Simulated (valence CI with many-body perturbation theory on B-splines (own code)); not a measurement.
**Sc: electric-dipole lines**

Level of theory: configuration interaction combined with many-body perturbation theory (CI+MBPT): three valence electrons over a frozen Dirac-Fock core [Ar], radial functions for each j: 7 s, 7 p, 8 d, 6 f, 4 g, 1 h, with the one-electron correlation potential Σ1, the two-electron term Σ2, the three-electron term Σ3, Breit, model QED; selected CI, second order for the rest, scaled by the run's own slope (own B-spline code, finite nucleus).

Set against measurement, 36 paired levels are off by 313 cm⁻¹ on average, the worst by 843. These come from a selection out of the NIST Handbook of Basic Atomic Spectroscopic Data. Levels without a partner in it may be off by more, other configurations by 1,000 to 4,000 cm⁻¹.

Lines 151 to 200 of 497 in falling wavelength, among levels below 44231 cm⁻¹, chosen from the strongest by gf and those to the six lowest levels. Wavelengths and rates use the calculated energies, so an error of 300 cm⁻¹ moves a line at 649.8 nm by 1.9 % and its rate by three times that or more. Electric multipoles are in the length gauge, E1 and E2 with the static RPA response of the core. Weak lines are less certain than strong ones. Lines between different terms over intervals too small for the method are left out, as are lines whose strength nearly cancels and 15 of this kind that miss the measured wavelength by over 7 %. Where a level lies close to another of its J and parity, the split of strength between their lines is uncertain. Branching is blank where the lifetime is uncertain.

Names give the largest LS component (configuration and term), which can be under half, so a name can repeat, a term be missing and a line seem to break the LS rules; names also repeat where a configuration has a term twice. Letters in brackets count levels of one name in rising energy.

```tsv
λ vac (nm)	λ from measured levels	Upper	Lower	A (s⁻¹)	log gf	Branch %
760.0		3d4s4d ⁴F_5/2	3d²4p ⁴G°_7/2	5.82e+06	-0.52	10.3
758.0		3d4s4d ⁴F_3/2	3d²4p ⁴G°_5/2	6.52e+06	-0.65	11.5
755.4		3d4s4d ²F_7/2 [a]	3d4s4p ²F°_7/2 [b]	6.82e+06	-0.33	15.5
752.9		3d4s4d ²F_5/2 [a]	3d4s4p ²F°_5/2 [b]	7.28e+06	-0.43	17.3
716.2		3d4s4d ²F_7/2 [a]	3d4s4p ²D°_5/2 [b]	6.29e+06	-0.41	14.3
713.4		3d4s4d ²F_5/2 [a]	3d4s4p ²D°_3/2 [b]	6.36e+06	-0.54	15.1
697.9		3d²4p ²S°_1/2	3d²4s ²P_3/2	3.42e+07	-0.30	65.5
696.1		3d²4p ²S°_1/2	3d²4s ²P_1/2	1.78e+07	-0.59	34.1
672.2		3d4s5s ²D_5/2 [a]	3d4s4p ²F°_7/2 [a]	1.21e+07	-0.31	18.1
671.5		3d4s5s ²D_3/2 [a]	3d4s4p ²F°_5/2 [a]	1.08e+07	-0.54	17.0
670.6		3d4s4d ²G_7/2 [a]	3d4s4p ²F°_5/2 [b]	2.29e+07	0.09	83.4
670.1		3d4s4d ²G_9/2 [a]	3d4s4p ²F°_7/2 [b]	2.39e+07	0.21	88.0
658.2		3d³ ²F_7/2	3d4s4p ²D°_5/2 [b]	6.73e+06	-0.46	10.7
652.5		3d³ ²F_5/2	3d4s4p ²D°_3/2 [b]	6.29e+06	-0.62	9.9
652.3		3d4s4d ²P_3/2 [a]	3d4s4p ²D°_3/2 [b]	5.57e+06	-0.85	8.5
649.8	641.5	3d4s4p ⁴F°_5/2	3d4s² ²D_5/2	1.68e+05	-2.19	53.1
648.3		3d4s4d ²D_5/2 [a]	3d4s4p ²D°_5/2 [b]	2.18e+07	-0.08	68.8
646.2	638.1	3d4s4p ⁴F°_3/2	3d4s² ²D_3/2	1.80e+05	-2.35	56.9
644.9		3d4s4d ²D_3/2 [a]	3d4s4p ²D°_3/2 [b]	1.55e+07	-0.41	36.8
640.0	630.7	3d4s4p ²D°_5/2 [a]	3d4s² ²D_5/2	1.63e+06	-1.22	86.2
637.1	627.8	3d4s4p ²D°_3/2 [a]	3d4s² ²D_5/2	1.60e+05	-2.41	7.6
635.8	626.1	3d4s4p ⁴D°_5/2	3d4s² ²D_5/2	6.69e+05	-1.61	62.6
633.7	624.1	3d4s4p ⁴D°_3/2	3d4s² ²D_3/2	5.19e+05	-1.90	
633.1	624.1	3d4s4p ²D°_5/2 [a]	3d4s² ²D_3/2	1.40e+05	-2.30	7.4
630.3	621.2	3d4s4p ²D°_3/2 [a]	3d4s² ²D_3/2	1.82e+06	-1.36	86.4
629.1	619.5	3d4s4p ⁴D°_5/2	3d4s² ²D_3/2	5.34e+04	-2.72	5.0
628.5		3d4s5s ⁴D_1/2	3d4s4p ⁴P°_1/2	1.14e+07	-0.87	12.1
627.7		3d4s5s ⁴D_3/2	3d4s4p ⁴P°_3/2	7.33e+06	-0.76	7.8
627.4		3d4s5s ⁴D_5/2	3d4s4p ⁴P°_5/2	4.21e+06	-0.83	4.5
627.2		3d4s5s ⁴D_3/2	3d4s4p ⁴P°_1/2	5.52e+06	-0.89	5.9
625.5		3d4s5s ⁴D_5/2	3d4s4p ⁴P°_3/2	9.23e+06	-0.49	9.8
624.0		3d4s5s ⁴D_7/2	3d4s4p ⁴P°_5/2	1.35e+07	-0.20	14.3
612.9		3d²4p ²D°_3/2 [a]	3d²4s ²D_3/2	6.32e+06	-0.85	4.4
609.3		3d4s4d ²S_1/2 [a]	3d4s4p ²P°_3/2 [b]	1.49e+07	-0.78	43.8
608.6		3d4p² ²D_5/2	3d4s4p ²F°_7/2 [b]	5.09e+06	-0.77	12.8
608.5		3d²4p ²D°_5/2 [a]	3d²4s ²D_5/2	6.24e+06	-0.68	4.4
606.6		3d³ ⁴F_9/2	3d4s4p ⁴D°_7/2	2.79e+06	-0.81	27.6
601.7		3d³ ⁴F_9/2	3d4s4p ⁴F°_9/2	6.30e+06	-0.47	62.4
598.6		3d³ ⁴F_7/2	3d4s4p ⁴F°_7/2	5.02e+06	-0.67	48.8
598.0		3d4s5s ²D_3/2 [b]	3d4s4p ²F°_5/2 [a]	2.09e+07	-0.35	36.8
597.3		3d4s5s ²D_5/2 [b]	3d4s4p ²F°_7/2 [a]	1.76e+07	-0.25	33.1
595.8		3d³ ⁴F_5/2	3d4s4p ⁴F°_5/2	4.11e+06	-0.88	39.3
593.8		3d4s5s ²D_5/2 [a]	3d4s4p ²P°_3/2 [a]	7.63e+06	-0.62	11.4
590.3		3d4s5s ²D_3/2 [a]	3d4s4p ²P°_1/2 [a]	5.85e+06	-0.91	9.2
589.4		3d³ ⁴P_5/2	3d4s4p ⁴P°_5/2	5.91e+06	-0.73	20.2
583.8	574.3	3d²4p ⁴G°_5/2	3d²4s ⁴F_7/2	2.82e+05	-2.06	0.5
583.6	574.1	3d²4p ⁴G°_7/2	3d²4s ⁴F_9/2	1.68e+05	-2.16	0.3
582.9		3d4p² ²D_5/2	3d4s4p ²D°_5/2 [b]	6.10e+06	-0.73	15.3
582.0	572.6	3d²4p ⁴G°_5/2	3d²4s ⁴F_5/2	7.39e+06	-0.65	14.0
581.3	571.9	3d²4p ⁴G°_7/2	3d²4s ⁴F_7/2	7.39e+06	-0.52	13.9
```
